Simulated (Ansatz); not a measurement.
C3H4 (SMILES C=C=C), charge 0, multiplicity 1, relaxed at each level with Ansatz (a quantum-chemistry and plane-wave program); harmonic frequencies from differences of analytic forces, average atomic masses, frozen cores.

| level | harmonic frequencies (cm⁻¹) | ZPE (eV) | cost over r2SCAN/def2-TZVPP (rough) |
|---|---|---|---|
| r2SCAN/def2-TZVPP | 372 372 843 843 892 1008 1008 1112 1414 1470 2043 3121 3125 3200 3200 | 1.489 | ×1 |
| B3LYP/def2-TZVPP | 374 374 873 873 883 1020 1020 1112 1429 1485 2044 3124 3128 3199 3199 | 1.496 | ×1 |
| PBE0/def2-TZVPP | 376 376 870 870 885 1009 1009 1119 1414 1477 2070 3145 3149 3227 3227 | 1.502 | ×1 |
| wB97X-V/def2-TZVPP | 378 378 886 893 893 1023 1023 1120 1429 1493 2080 3160 3161 3244 3244 | 1.513 | ×2 |
| CCSD(T)/cc-pVDZ | 340 340 832 832 853 1012 1012 1076 1425 1477 2011 3146 3147 3240 3240 | 1.487 | ×1 |
| CCSD(T)/cc-pVTZ | 348 348 857 857 870 1018 1018 1080 1438 1488 2011 3142 3144 3226 3226 | 1.492 | ×50 |

Measured: fundamentals as far as tabulated 3015, 1443, 1073, 865, 3007, 1957, 1398, 3086, 999, 841, 355 cm⁻¹ [NIST CCCBDB]. Measured modes stand in the spectroscopists' order.

Doubts at one or more of the structures used: a restricted determinant that unrestricted orbitals would lower (CCSD(T)/cc-pVDZ).
